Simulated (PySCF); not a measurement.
All of these have the formula C7H13FO2. The calculation used TDDFT PBE0/def2-SVPD, vertical, gas phase, core orbitals frozen in the response (PySCF). Geometries: PBE0-D3(BJ)/def2-SVP; one conformer of each isolated species. Triplets are in the Tamm–Dancoff approximation.

A. `O(C(C)(C)C)C(=O)[C@@H](F)C`
B. `CCO[C@@H]1C[C@@H]1[C@H](F)OC`
C. `CCO/C(OC)=C(/C)CF`
D. `CCO/C(OC)=C(\C)CF`

Lowest singlet levels (six at most, fewer where fewer were computed) with oscillator strengths:

1. 6.03 eV (f 0.027); 6.39 eV (f 0.361); 6.72 eV (f 0.014); 6.84 eV (f 0.006); 6.96 eV (f 0.013); 7.32 eV (f 0.014); T1 4.08 eV
2. 5.77 eV (f 0.001); 7.45 eV (f 0.014); 7.86 eV (f 0.099); 7.99 eV (f 0.000); 8.13 eV (f 0.008); 8.28 eV (f 0.024); T1 5.27 eV
3. 7.02 eV (f 0.019); 7.17 eV (f 0.003); 7.49 eV (f 0.020); 7.72 eV (f 0.019); 7.90 eV (f 0.016); 8.12 eV (f 0.020); T1 6.86 eV
4. 6.02 eV (f 0.019); 6.44 eV (f 0.379); 6.70 eV (f 0.007); 6.91 eV (f 0.100); 6.98 eV (f 0.022); 7.47 eV (f 0.017); T1 4.14 eV

**Question.** Match each spectrum to its molecule.

**Answer.** 1 = C, 2 = A, 3 = B, 4 = D.
- A: S1 at 5.77 eV, HOMO→LUMO (94%); S1 has the pattern of n→π* at C=O; HOMO -7.92 and LUMO 0.01 eV.
- B: S1 at 7.02 eV, HOMO→LUMO+1 (64%), HOMO→LUMO (34%); Löwdin shares by element: HOMO oxygen 44% or more, carbon 36% or more (atoms not listed hold the other 21%); LUMO carbon 28% or more, hydrogen 14% or more (atoms not listed hold the other 59%); HOMO -7.32 and LUMO 0.77 eV.
- C: S1 at 6.03 eV, HOMO→LUMO+1 (65%), HOMO→LUMO (31%); Löwdin shares by element: HOMO carbon 53% or more, oxygen 22% (atoms not listed hold the other 24%); LUMO carbon 48% or more, oxygen 8% or more (atoms not listed hold the other 43%); HOMO -6.51 and LUMO 0.38 eV.
- D: S1 at 6.02 eV, HOMO→LUMO (52%), HOMO→LUMO+1 (43%); Löwdin shares by element: HOMO carbon 55% or more, oxygen 21% (atoms not listed hold the other 24%); LUMO carbon 45% or more (atoms not listed hold the other 55%); HOMO -6.54 and LUMO 0.43 eV.
C and D have S1 within 0.02 eV of each other; their strongest listed levels stand at 6.39 eV (f 0.361) and 6.44 eV (f 0.379).

Without π bonds the low states are Rydberg-like; a valence basis with one diffuse set may place them up to an eV too high.
